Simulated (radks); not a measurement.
Valence configurations of Tm+ (all share [Xe]). All-electron calculation, Dirac Kohn-Sham, PBE, spin-unpolarised, spherical densities, finite nucleus; open shells are shared between the two j in proportion to 2j + 1; Fermi nuclear charge, rms radius 5.2256 fm. Program: a radial shooting solver on a logarithmic mesh with Libxc functionals. Energies are relative to 4f13 6s1; eigenvalues in eV.

valence           E (eV)  e(4f5/2)  e(4f7/2)  e(5d3/2)  e(5d5/2)  e(6p1/2)
4f13 6s1           0.000   -10.412    -9.215         -         -         -
4f12.5 6s1.5       1.075   -14.513   -13.279         -         -         -
4f13 5d0.5 6s0.5   1.334    -9.628    -8.432    -6.241    -5.977         -
4f13 6s0.5 6p0.5   1.829   -11.135    -9.938         -         -    -6.207
4f14               1.997    -4.411    -3.285         -         -         -
4f13 5d1           2.733    -8.958    -7.762    -5.823    -5.575         -
4f13 6p1           3.677   -11.845   -10.647         -         -    -6.584
4f12 6s2           3.899   -19.071   -17.801         -         -         -
4f12 6s1.5 6p0.5   6.042   -19.785   -18.515         -         -    -7.262
4f11 6s1 6p2      25.651   -31.951   -30.606         -         -    -9.146

NIST lists [Xe] 4f13 6s1 as the ground configuration; this level of theory agrees among the configurations tried. The energies are those of spherical spin-averaged densities, not of single terms.
